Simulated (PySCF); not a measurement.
# Radial density of Au (gold, neutral)

UHF, [Xe] 4f14 5d9 6s1 6p1, one real determinant (an excited configuration). Calculation: PySCF 2.14, in x2c-TZVPPall (11s7p7d3f1g, 97 functions); the spin-free X2C one-electron Hamiltonian (Gaussian nucleus).

| r (bohr) | 4πr²ρ (e/bohr) | 4πr²(ρα − ρβ) |
| --- | --- | --- |
| 0.0133 | 109.3 | 0.0023 |
| 0.0223 | 96.33 | 0.0018 |
| 0.0375 | 130.1 | 0.0152 |
| 0.0632 | 139.6 | 0.0391 |
| 0.106 | 118.9 | 0.0826 |
| 0.179 | 121.0 | 0.0034 |
| 0.301 | 78.90 | 0.1510 |
| 0.505 | 64.91 | 0.0127 |
| 0.850 | 22.84 | 0.4826 |
| 1.43 | 10.59 | 0.8076 |
| 2.41 | 2.261 | 0.8788 |
| 4.05 | 0.4868 | 0.4177 |
| 6.81 | 0.04898 | 0.0490 |
| 11.4 | 0.0001267 | 0.0001 |

Densities and radii are taken from the X2C orbitals without a picture-change correction, which distorts them close to the nucleus.

⟨L²⟩ = 8.05 against 12 for a pure F term, so this real determinant mixes terms. Spin-orbit coupling, absent here, splits the open shell strongly.
